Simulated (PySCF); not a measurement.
A structure optimised at PBE-D3(BJ)/def2-SVP, used in a PySCF frequency run:

```
C
C 1 1.3048
O 2 1.1841 1 171.28
C 1 1.3357 2 154.08 3 180.00
H 4 1.1071 1 121.59 2 180.00
H 4 1.1090 5 115.62 1 180.00
```
Charge 0, spin multiplicity 1.

Question: Write its SMILES, formula and point group.

Answer: C=C=C=O, C3H2O, Cs

Question: What are its rotational constants (standard atomic weights)?

Answer: 189.73, 4.1918, 4.1012 GHz
